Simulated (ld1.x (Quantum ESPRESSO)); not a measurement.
**zinc (Zn) PAW: all-electron and pseudo phase curves**

ld1.x (Quantum ESPRESSO) 7.5 input, shortened:

```
&input
   title='Zn', zed=30., rel=2, dft='PBE', iswitch=3,
   config='[Ar] 3d10 4s1 4p0', rel_dist='average'
 /
 &inputp
   pseudotype=3, lpaw=.true., tm=.true., lloc=-1, rcloc=0.85,
   nlcc=.true., new_core_ps=.true., rcore=0.60,
   which_augfun='BESSEL', rmatch_augfun=0.55
 /
6
3S  1  0   2.00   0.00  0.90  1.15  0.0
4S  2  0   1.00   0.00  0.90  1.15  0.0
3P  2  1   6.00   0.00  1.15  1.30  0.0
4P  3  1   0.00   0.00  1.15  1.30  0.0
3D  3  2  10.00   0.00  0.60  0.85  0.0
3D  3  2   0.00  -0.05  0.60  0.85  0.0
 &test
   configts(1)='3s2 3p6 3d10 4s1 4p0'
 /
```

Open shells are filled in proportion to 2j + 1 (rel_dist='average').

The phase is arctan(r·u′/u) with u = r·R(r), unwrapped; energies in Ry, scanned from -12 to 5 Ry. A pole is an energy at which the radial function vanishes at the test radius. The pseudo phase is shifted by a multiple of π to meet the all-electron one at the reference energy, and phase errors are pseudo minus all-electron; the curves can meet again beyond the range given. Levels narrower than the energy grid can be missing from the lists of poles.

```json
{"channel": "s", "radius (bohr)": "1.41", "reference energy (Ry)": "-1.03", "poles, all-electron": "-9.79", "poles, pseudo": "-9.79", "unbroken range about the reference energy with phases within 0.05 rad": "the whole range", "phase error 1 Ry above the reference energy (rad)": "+0.000"}
{"channel": "p1/2", "radius (bohr)": "1.41", "reference energy (Ry)": "-0.58", "poles, all-electron": "-6.42", "poles, pseudo": "-6.27, -4.82", "unbroken range about the reference energy with phases within 0.05 rad": "-3.6 to 1.2", "phase error 1 Ry above the reference energy (rad)": "-0.009"}
{"channel": "p3/2", "radius (bohr)": "1.41", "reference energy (Ry)": "-0.57", "poles, all-electron": "-6.15", "poles, pseudo": "-5.32", "unbroken range about the reference energy with phases within 0.05 rad": "-4.0 to 1.4", "phase error 1 Ry above the reference energy (rad)": "-0.007"}
{"channel": "d3/2", "radius (bohr)": "1.41", "reference energy (Ry)": "-1.47", "poles, all-electron": "-0.39", "poles, pseudo": "-0.39", "unbroken range about the reference energy with phases within 0.05 rad": "the whole range", "phase error 1 Ry above the reference energy (rad)": "+0.000"}
{"channel": "d5/2", "radius (bohr)": "1.41", "reference energy (Ry)": "-1.44", "poles, all-electron": "-0.35", "poles, pseudo": "-0.35", "unbroken range about the reference energy with phases within 0.05 rad": "the whole range", "phase error 1 Ry above the reference energy (rad)": "-0.000"}
```

The ghost test of this file was not conclusive.

Phases in the s channel:

```
E (Ry)  all-electron  pseudo
-12.00         1.234   1.234
-11.76         1.208   1.208
-11.52         1.169   1.169
-11.28         1.107   1.107
-11.04         0.992   0.993
-10.80         0.714   0.714
-10.56        -0.177  -0.177
-10.32        -1.130  -1.130
-10.08        -1.432  -1.432
 -9.84        -1.554  -1.554
 -9.60        -1.618  -1.618
 -9.36        -1.659  -1.659
 -9.12        -1.688  -1.688
 -8.88        -1.710  -1.709
 -8.64        -1.727  -1.727
 -8.40        -1.741  -1.741
 -8.16        -1.754  -1.754
 -7.92        -1.765  -1.764
 -7.68        -1.775  -1.775
 -7.44        -1.784  -1.784
 -7.20        -1.793  -1.793
 -6.96        -1.802  -1.802
 -6.72        -1.810  -1.810
 -6.48        -1.818  -1.818
 -6.24        -1.827  -1.827
 -6.00        -1.835  -1.835
 -5.76        -1.843  -1.843
 -5.52        -1.852  -1.852
 -5.28        -1.861  -1.861
 -5.04        -1.870  -1.870
 -4.80        -1.879  -1.879
 -4.56        -1.889  -1.889
 -4.32        -1.900  -1.900
 -4.08        -1.911  -1.911
 -3.84        -1.923  -1.922
 -3.60        -1.935  -1.935
 -3.36        -1.948  -1.948
 -3.12        -1.962  -1.962
 -2.88        -1.978  -1.978
 -2.64        -1.994  -1.994
 -2.40        -2.012  -2.012
 -2.16        -2.032  -2.032
 -1.92        -2.053  -2.053
 -1.68        -2.077  -2.077
 -1.44        -2.103  -2.103
 -1.20        -2.133  -2.132
 -0.96        -2.165  -2.165
 -0.72        -2.202  -2.202
 -0.48        -2.244  -2.244
 -0.24        -2.292  -2.292
  0.00        -2.347  -2.347
  0.24        -2.410  -2.409
  0.48        -2.482  -2.482
  0.72        -2.566  -2.565
  0.96        -2.662  -2.662
  1.20        -2.772  -2.771
  1.44        -2.896  -2.894
  1.68        -3.031  -3.029
  1.92        -3.174  -3.172
  2.16        -3.321  -3.318
  2.40        -3.464  -3.461
  2.64        -3.599  -3.596
  2.88        -3.722  -3.718
  3.12        -3.831  -3.828
  3.36        -3.927  -3.924
  3.60        -4.011  -4.007
  3.84        -4.083  -4.079
  4.08        -4.145  -4.142
  4.32        -4.200  -4.196
  4.56        -4.247  -4.244
  4.80        -4.289  -4.285
```
